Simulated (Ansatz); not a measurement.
Ansatz (a first-principles code) input (B3LYP-D3(BJ)/def2-TZVP):

Ansatz 0.2 input:
```yaml
crystal:
  periodic: [false, false, false]
  atoms:
    - {symbol: B, position_ang: [-0.63997598, -0.46592118, -0.04260013]}
    - {symbol: Br, position_ang: [-0.74773772, 1.20691781, -0.91323489]}
    - {symbol: Br, position_ang: [0.83916286, -1.14035765, 0.91932062]}
basis:
  gaussian:
    orbitals: def2-TZVP
hamiltonian:
  xc: b3lyp
  dispersion: d3bj
magnetization: {spin_polarized: true, initial_magnetization: 1}
phonons: {temperatures: {t_min: 298.15, t_max: 298.15, t_step: 100}}
```

Output:

```
Functional definition: B3LYP
integrals: 0.08 GiB planned
900 factors; integrals over basis functions are off by at most 2.8e-4 eV
mean field: 1.03 GiB planned
mean field evaluation 1: about -140769.7035 eV, gradient 1.1e1 eV
mean field evaluation 2: about -140769.2202 eV, gradient 1.4e1 eV
mean field evaluation 4: about -140770.3599 eV, gradient 5.7e-1 eV
mean field evaluation 8: about -140770.4157 eV, gradient 3.6e-2 eV
mean field evaluation 16: about -140770.4157 eV, gradient 2.3e-5 eV
mean field -140770.41572939 eV, -5173.2173604403 hartree, gradient 1.7e-5 eV, S^2 0.753195; 0 other end points of the search recorded, 0 dependent functions left out
the calculation of the forces begins
reference -140770.41593931 eV, -5173.2173681545 hartree; 38, 37 occupied and 89, 90 virtual orbitals, 900 factors
these checks for a lower state are left out or cut short: stability, starts, cluster_reference, orbital_swaps, neighbouring_geometries, increment
integrals: 0.08 GiB planned
900 factors; integrals over basis functions are off by at most 2.8e-4 eV
mean field: 1.03 GiB planned
mean field -140770.41569200 eV, -5173.2173590663 hartree, gradient 1.6e-6 eV, S^2 0.753192; 0 other end points of the search recorded, 0 dependent functions left out
the calculation of the forces begins
reference -140770.41590191 eV, -5173.2173667801 hartree; 38, 37 occupied and 89, 90 virtual orbitals, 900 factors
these checks for a lower state are left out or cut short: stability, starts, cluster_reference, orbital_swaps, neighbouring_geometries, increment
integrals: 0.08 GiB planned
900 factors; integrals over basis functions are off by at most 2.8e-4 eV
mean field: 1.03 GiB planned
mean field -140770.41569239 eV, -5173.2173590804 hartree, gradient 1.6e-6 eV, S^2 0.753198; 0 other end points of the search recorded, 0 dependent functions left out
the calculation of the forces begins
reference -140770.41590231 eV, -5173.2173667951 hartree; 38, 37 occupied and 89, 90 virtual orbitals, 900 factors
these checks for a lower state are left out or cut short: stability, starts, cluster_reference, orbital_swaps, neighbouring_geometries, increment
integrals: 0.08 GiB planned
900 factors; integrals over basis functions are off by at most 2.8e-4 eV
mean field: 1.03 GiB planned
mean field evaluation 32: about -140770.3628 eV, gradient 2.7e-1 eV
mean field -140770.41573559 eV, -5173.2173606682 hartree, gradient 2.1e-6 eV, S^2 0.753200; 0 other end points of the search recorded, 0 dependent functions left out
the calculation of the forces begins
reference -140770.41594553 eV, -5173.2173683834 hartree; 38, 37 occupied and 89, 90 virtual orbitals, 900 factors
these checks for a lower state are left out or cut short: stability, starts, cluster_reference, orbital_swaps, neighbouring_geometries, increment
integrals: 0.08 GiB planned
900 factors; integrals over basis functions are off by at most 2.8e-4 eV
mean field: 1.03 GiB planned
mean field -140770.41561217 eV, -5173.2173561326 hartree, gradient 2.1e-6 eV, S^2 0.753190; 0 other end points of the search recorded, 0 dependent functions left out
the calculation of the forces begins
reference -140770.41582206 eV, -5173.2173638458 hartree; 38, 37 occupied and 89, 90 virtual orbitals, 900 factors
these checks for a lower state are left out or cut short: stability, starts, cluster_reference, orbital_swaps, neighbouring_geometries, increment
integrals: 0.08 GiB planned
900 factors; integrals over basis functions are off by at most 2.8e-4 eV
mean field: 1.03 GiB planned
mean field -140770.41570195 eV, -5173.2173594320 hartree, gradient 1.1e-6 eV, S^2 0.753195; 0 other end points of the search recorded, 0 dependent functions left out
the calculation of the forces begins
reference -140770.41591187 eV, -5173.2173671461 hartree; 38, 37 occupied and 89, 90 virtual orbitals, 900 factors
these checks for a lower state are left out or cut short: stability, starts, cluster_reference, orbital_swaps, neighbouring_geometries, increment
integrals: 0.08 GiB planned
900 factors; integrals over basis functions are off by at most 2.8e-4 eV
mean field: 1.03 GiB planned
mean field -140770.41575245 eV, -5173.2173612878 hartree, gradient 1.2e-6 eV, S^2 0.753195; 0 other end points of the search recorded, 0 dependent functions left out
the calculation of the forces begins
reference -140770.41596237 eV, -5173.2173690021 hartree; 38, 37 occupied and 89, 90 virtual orbitals, 900 factors
Total energy: -140770.57755673 eV, -5173.2233074855 hartree
Atom 0 at    -0.639976    -0.465921    -0.042600 Å, force     0.000623     0.000454     0.000041 eV/Å
Atom 1 at    -0.747738     1.206918    -0.913235 Å, force     0.000007    -0.000698     0.000347 eV/Å
Atom 2 at     0.839163    -1.140358     0.919321 Å, force    -0.000630     0.000245    -0.000389 eV/Å
Dipole moment:     0.067490     0.049135     0.004492 e Å
Vibrations: 173.41 544.80 838.08 cm⁻¹, zero-point energy 0.096478 eV
```

It need not be the lowest isomer of its formula.
